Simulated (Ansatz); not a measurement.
Gas-phase electronic energies from Ansatz, PBE0-D4/def2-TZVP geometries. CCSD(T)/CBS is the MP2 limit (def2-TZVPP, def2-QZVPP) plus CCSD(T) − MP2 in def2-TZVPP, frozen cores. DFT in def2-TZVPP. One conformer a species, not always the lowest.

`B[SiH2]O[SiH2]F` + `O[SiH2]S[SiH3]` → `BO[SiH2]S[SiH3]` + `F[SiH2]O[SiH3]`  (cleavage of the B–Si bond)

```json
{"level": "PBE-D4", "ΔE (kJ/mol)": "-149.3"}
{"level": "B2PLYP", "ΔE (kJ/mol)": "-165.3"}
{"level": "MP2/def2-TZVPP", "ΔE (kJ/mol)": "-167.8"}
{"level": "CCSD(T)/def2-TZVPP", "ΔE (kJ/mol)": "-161.5"}
```

Q: What does CCSD(T)/CBS give? (Best estimate.)

A: Ansatz gave: -160.0 kJ/mol. The listed levels differ from it by 10.7, -5.3, -7.8, -1.5 kJ/mol.

Largest T1 diagnostic among the species: 0.013.

From PBE to PBE0 (25 % exact exchange), in def2-TZVPP and without D4, ΔE moves by −3.1 kJ/mol.
